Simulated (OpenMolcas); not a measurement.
**Mo3+: ligand-field states by method**

Mo3+ with 6 ligands (oxide) in octahedral coordination (Oh) at 2.07 Å. A charge of +1.5 e stands 2.6 Å behind each ligand. Ligand basis ANO-RCC-VDZP.

```json
{
  "Program": "OpenMolcas",
  "Basis": "ANO-RCC-VDZP [6s5p3d1f]",
  "Scalar Hamiltonian": "DKH2, point nucleus",
  "Active space": "3 electrons in 5 orbitals (4d)",
  "State averaging": "2S+1 = 4 even, 10 roots; 2S+1 = 2 even, 40 roots",
  "Spin-orbit coupling": "RASSI with atomic mean-field integrals over the reference wave functions"
}
```

I. CASSCF
II. SS-CASPT2, IPEA 0.25 Eh, imaginary shift 0.1 Eh (closed shells correlated: 4s 4p and the ligand valence shells)
III. SS-CASPT2, IPEA 0.25 Eh, sigma2 regulariser 0.3 Eh (closed shells correlated: 4s 4p and the ligand valence shells)

Spin-free states (labels of O, the rotations of Oh) in cm-1, each column counted from its own energy of the first state listed:

```tsv
State	Degeneracy	I	II	III
4A2	1	0	0	0
2E	2	14386	11320	11320
2T1	3	14865	11480	11480
4T2	3	16602	15760	15760
2T2	3	21422	16980	16990
4T1	3	23061	20420	20430
2A1	1	28129	23970	23970
2T2	3	28967	25120	25120
2T1	3	30183	26170	26180
2E	2	32123	27100	27110
2T1	3	33839	28250	28290
4T1	3	37611	34300	34300
2T2	3	39434	32830	32850
2A2	1	40457	32730	32750
2T1	3	46259	41380	41380
2T2	3	46721	41430	41440
2E	2	49795	40960	40990
2T1	3	52187	45230	45230
2T2	3	63469	54020	54030
2E	2	68802	60780	60780
```

From I to II, I's first state of the same spin (4T2) moves from 16602 to 15760 cm-1, by about -840 cm-1.

From I to II, I's first state of another spin (2E) moves from 14386 to 11320 cm-1, by about -3100 cm-1.

I: A least-squares ligand-field fit to the states below 45000 cm-1, each weighted by its degeneracy and with a free common offset, gives 10Dq = 16147 cm-1, B = 640 cm-1 and C = 2791 cm-1 (C/B = 4.36), with an rms deviation of 672 cm-1. The same method and metal basis give the free ion B = 802 cm-1 (fit to its terms below 60000 cm-1, rms deviation 39 cm-1), so the nephelauxetic ratio is β = 640 / 802 = 0.80; it hangs on how both fits weigh the states, and computed free-ion B values tend to be too large, so β mixes covalency with correlation.

II: A least-squares ligand-field fit to the states below 45000 cm-1, each weighted by its degeneracy and with a free common offset, gives 10Dq = 15181 cm-1, B = 467 cm-1 and C = 2186 cm-1 (C/B = 4.68), with an rms deviation of 632 cm-1. The same method and metal basis give the free ion B = 685 cm-1 (fit to its terms below 60000 cm-1, rms deviation 401 cm-1), so the nephelauxetic ratio is β = 467 / 685 = 0.68; it hangs on how both fits weigh the states, and computed free-ion B values tend to be too large, so β mixes covalency with correlation.

III: A least-squares ligand-field fit to the states below 45000 cm-1, each weighted by its degeneracy and with a free common offset, gives 10Dq = 15181 cm-1, B = 468 cm-1 and C = 2186 cm-1 (C/B = 4.67), with an rms deviation of 626 cm-1. 

From I to II, 10Dq changes by -6 %, B by -27 % and C by -22 %.

χT at 300 K: I 1.74, II 1.72, III 1.72 cm3 K/mol.

Roots that are degenerate in the reference are averaged as groups; the widest CASPT2 spread within a group is 110 cm-1 (the 2-fold group of multiplicity 2 near 27100 cm-1 above the lowest state of its run, II). Shifts and gaps below about the spread of the groups concerned are not significant. Over all roots computed the reference weight is 0.62 to 0.63 in II, 0.61 to 0.63 in III; a low but even weight reflects the number of correlated electrons. The least metal-like active orbital is 76 % on the metal (Löwdin) and no ligand orbital is active, so the numbers are rough. The oxide ions are held by bare point charges, a crude embedding. Ligand-to-metal charge-transfer states are missing. With no ligand orbital active B as a rule stays too high, so bands that hang on it stand too high and its fall with covalency is understated. Without dynamic correlation the repulsion within the d shell is too large (B by tens of per cent), so at a given field states of lower spin stand too high (holds for I). With metal d orbitals alone the field can be off either way by tens of per cent (holds for I). With one d shell and no ligand orbital active, 10Dq can be off by a tenth or more (holds for II; III). No measured value stands beside these numbers; the geometry was imposed, not optimised, and the real ion may take another.
